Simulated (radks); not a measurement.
Task: Nd+, configuration [Kr] 4d10 4f4 5s2 5p5 6s2 (not the ground configuration). Method: scalar-relativistic Kohn-Sham, PBE, spin-polarised, spherical densities, point nucleus; open shells are filled with parallel spins first (spin-orbit coupling, left out, can overturn this in heavy ions); computed with a radial shooting solver on a logarithmic mesh with Libxc functionals. Some entries of the table are withheld. Estimate them.

| orbital | occ. | eigenvalue (eV) | r(max) (bohr) |
|---|---|---|---|
| 1s up | 1 | -43414.51 | 0.01510 |
| 1s down | 1 | -43414.45 | 0.01510 |
| 2s up | 1 | -7030.669 | 0.08549 |
| 2s down | 1 | -7030.628 | 0.08549 |
| 2p up | 3 | -6285.827 | 0.06892 |
| 2p down | 3 | -6285.769 | 0.06892 |
| 3s up | 1 | -1533.714 | 0.2437 |
| 3s down | 1 | -1532.578 | 0.2437 |
| 3p up | 3 | -1298.840 | 0.2387 |
| 3p down | 3 | -1297.702 | 0.2387 |
| 3d up | 5 | -973.0383 | 0.1961 |
| 3d down | 5 | -972.1477 | 0.1960 |
| 4s up | 1 | -314.5413 | 0.5653 |
| 4s down | 1 | -311.4675 | 0.5651 |
| 4p up | 3 | -237.6790 | 0.5901 |
| 4p down | 3 | -234.5790 | 0.5899 |
| 4d up | 5 | -128.4660 | 0.6190 |
| 4d down | 5 | -125.3048 | 0.6185 |
| 5s up | 1 | -51.8506 | 1.313 |
| 5s down | 1 | -49.0579 | 1.319 |
| 5p up | 3 | -32.8636 | 1.479 |
| 5p down | 2 | -30.5052 | 1.493 |
| 4f up | 4 | -13.3108 | 0.6629 |
| 5d up | 0 | -10.2919 | (1) |
| 4f down | 0 | -10.2640 | 0.6627 |
| 6s up | 1 | -9.7939 | 3.347 |
| 6s down | 1 | -9.4331 | 3.442 |
| 5d down | 0 | -9.1204 | (2) |
| 6p up | 0 | (3) | 4.093 |
| 6p down | 0 | (4) | 4.194 |

Result: 
(1) 5d up r(max) (bohr): 2.005
(2) 5d down r(max) (bohr): 2.096
(3) 6p up eigenvalue (eV): -6.2821
(4) 6p down eigenvalue (eV): -6.0868
